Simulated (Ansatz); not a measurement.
Consider the formal exchange of groups at the Si–Ge bond: `[SiH3][GeH]1[CH2][NH]1` + `C=NC(=C)F` → `C=N/C(F)=C/[SiH3]` + `[CH2]1[NH][GeH2]1`.

Computed with Ansatz on PBE0-D4/def2-TZVP structures; ΔE is electronic, products minus reactants. CBS: MP2 limit from def2 TZ/QZ plus the TZ coupled-cluster correction, frozen cores. DFT in def2-TZVPP. B3LYP here is the variant with VWN-RPA as its local correlation; programs differ in this. For Ge outer-core shells are correlated without core-valence functions, which leaves a few kJ/mol of doubt a bond. Scalar relativity is left out up to krypton. One conformer a species, not always the lowest.

`[SiH3][GeH]1[CH2][NH]1`:

```xyz
11

Si   -1.627    1.022    0.218
Ge    0.612    0.583   -0.353
C     1.416   -1.002    0.407
N     0.942   -1.185   -0.963
H    -1.725    2.144    1.188
H    -2.155   -0.221    0.841
H    -2.443    1.357   -0.979
H     1.492    1.584   -1.100
H     2.497   -1.027    0.513
H     0.888   -1.499    1.218
H     0.104   -1.755   -0.992
```

`C=NC(=C)F`:

```xyz
9

C     1.563    0.549   -0.644
N     0.330    0.275   -0.758
C    -0.375   -0.177    0.331
C    -1.665   -0.484    0.291
F     0.305   -0.305    1.488
H     2.093    0.905   -1.525
H     2.123    0.449    0.287
H    -2.194   -0.376   -0.643
H    -2.180   -0.836    1.173
```

`C=N/C(F)=C/[SiH3]`:

Z-matrix (Å, degrees):
```
Si
C 1 1.859
H 1 1.486 2 110.9
H 1 1.486 2 111.0 3 120.7
H 1 1.485 2 108.4 3 -119.7
C 2 1.331 1 123.8 3 -59.8
H 2 1.084 1 121.6 3 120.1
N 6 1.374 2 124.5 1 180.0
F 6 1.352 2 119.1 1 -0.0
C 8 1.269 6 119.9 2 -180.0
H 10 1.087 8 118.1 6 180.0
H 10 1.092 8 123.8 6 -0.0
```

`[CH2]1[NH][GeH2]1`:

Cartesian coordinates in Å:
```
C -0.328 -0.385 -0.829
N 0.142 -1.021 0.416
Ge 0.478 0.829 0.416
H 0.218 -0.689 -1.717
H -1.400 -0.293 -0.994
H -0.632 -1.299 1.010
H -0.439 1.686 1.284
H 1.961 1.173 0.413
```

```
             level  ΔE (kJ/mol)  difference from CCSD(T)/CBS
            PBE-D4         32.6                          7.3
           ωB97X-V         20.9                         -4.4
           ωB97M-V         20.3                         -5.0
            B2PLYP         23.4                         -1.9
               PBE         32.6                          7.3
            r2SCAN         26.9                          1.6
             B3LYP         25.7                          0.4
     HF/def2-TZVPP         14.3                        -11.0
    MP2/def2-TZVPP         21.7                         -3.6
SCS-MP2/def2-TZVPP         19.8                         -5.5
   CCSD/def2-TZVPP         22.7                         -2.6
CCSD(T)/def2-TZVPP         23.9                         -1.4
     HF/def2-QZVPP         13.1                        -12.2
SCS-MP2/def2-QZVPP         19.9                         -5.4
      HF/CBS(def2)         13.0                        -12.3
    CCSD/CBS(def2)         24.1                         -1.2
       CCSD(T)/CBS         25.3                            0
```

Largest T1 diagnostic among the species: 0.014.

From PBE to PBE0 (25 % exact exchange), in def2-TZVPP and without D4, ΔE moves by −3.1 kJ/mol. In def2-TZVPP, CCSD(T) changes the Hartree–Fock value by +9.6 kJ/mol (the triples alone add +1.2 kJ/mol) and MP2 by +7.4 kJ/mol.
